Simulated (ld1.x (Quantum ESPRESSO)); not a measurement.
Configuration tests for bismuth (Bi) (RRKJ)

Bi, norm-conserving RRKJ (Kleinman–Bylander form), made with ld1.x (Quantum ESPRESSO) 7.5 (LDA (PZ), scalar-relativistic). Core [Xe] 4f14, reference 5d10 6s2 6p2.5 (charge +0.5). Waves: 6p (bound): rc 2.10 bohr; 5d (bound): rc 1.15 bohr; 6s (bound): rc 1.40 bohr. Local part: the s channel. Core correction: Bessel-smoothed model core, default radius (core density twice the valence density). rho0 = 0.005.

Energies are relative to the spin-unpolarised reference configuration 5d10 6s2 6p2.5; without spin polarisation the order of configurations can differ from experiment. Spin-polarised rows fill each open shell by Hund’s rule, majority spin first.

```csv
valence configuration,charge,ΔE all-electron (eV),error AE − PS (meV)
5d10 6s2 6p3,0,-3.208,+1.5
5d10 6s2 6p2,+1,4.946,-2.3
5d10 6s2 6p1,+2,20.511,-11
5d10 6s2 6p0,+3,44.226,-28
5d10 6s1 6p0,+4,90.141,+17
5d9 6s2 6p4,0,20.915,-106
5d10 6s2 6p2.5 (spin-polarised),+0.5,-0.784,+9.4
```

Problem. What are ΔE and the potential's error for 5d10 6s2 6p3 (spin-polarised)?

Solution. ΔE = -4.232 eV all-electron; the error (AE − PS) is +13 meV.

Problem. What are ΔE and the potential's error for 5d10 6s2 6p3.3?

Solution. ΔE = -4.360 eV all-electron; the error (AE − PS) is +2.1 meV.

Levels in the configuration 5d10 6s2 6p0:

| level | all-electron (eV) | pseudo (eV) |
| --- | --- | --- |
| 5d | -55.032 | -54.771 |
| 6s | -40.477 | -40.416 |
